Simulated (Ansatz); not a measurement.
A structure relaxed at PBE0-D4/def2-SVP in Ansatz, charge 0, doublet:

```xyz
7

Rb    1.0526   -1.6135   -0.3056
Rb    1.7469    2.7329   -0.1594
Rb   -3.1403   -0.5941    0.5761
Cl    3.4109    0.3399   -0.6507
Cl   -0.9776    1.1990   -1.0760
Cl   -1.6229   -3.0871    0.1060
Cl   -0.4695    1.0230    1.5097
```

(1) Give its formula and point group.

(2) Summarise the bond lengths by kind (pairs closer than 1.2 times the sum of covalent radii, bridged metal pairs left out).

## Answers

(1) the cluster Rb3Cl4. Point group C2v (tolerance 0.1 Å).

(2) 10 × Cl–Rb 2.96 to 3.55 Å.

In the def2 sets Rb takes a core potential; there is no spin–orbit coupling. In the doublet, Cl5 and Cl7 lie 2.64 Å apart (atoms count from 1), so these atoms are partly bonded to each other. Another isomer (doublet) lies 0.03 eV lower at PBE0-D4/def2-TZVP; other spin states weren't run for this one.
